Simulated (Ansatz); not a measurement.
[Se4]2+ (Se4²⁺), relaxed as a singlet with RKS r2SCAN-D4/def2-SVP in Ansatz, starting from the GFN2-xTB (ALPB water) geometry. Force threshold 0.02 eV/Å.

The restricted singlet is unstable towards broken spin symmetry at other levels; at r2SCAN-D4/def2-SVP this wasn't settled.

Start:

| atom | x (Å) | y (Å) | z (Å) |
| --- | --- | --- | --- |
| Se1 | -1.5796 | -0.1250 | -0.4855 |
| Se2 | -0.2942 | 1.5276 | 0.5702 |
| Se3 | 1.5784 | 0.1259 | 0.4832 |
| Se4 | 0.2954 | -1.5285 | -0.5680 |

| step | energy (eV) | largest force component (eV/Å) | SCF passes |
| --- | --- | --- | --- |
| 1 | -261346.0335 | 0.202 | 17 |
| 2 | -261346.0386 | 0.036 | 19 |
| 3 | -261346.0387 | 0.013 | 19 |

Force components are those of the run's own axes.

End:

```csv
atom,x (Å),y (Å),z (Å)
Se1,-1.568,-0.124,-0.481
Se2,-0.294,1.520,0.566
Se3,1.568,0.124,0.481
Se4,0.294,-1.520,-0.566
```

By distances, no bond broke or formed. The bond that changes most is Se1–Se2, from 2.34 to 2.33 Å (atoms count from 1).

No frequencies were taken in this run, so the end may be a saddle point.

Run time 14 s (2 threads of Intel Xeon Platinum 8259CL on a shared host).
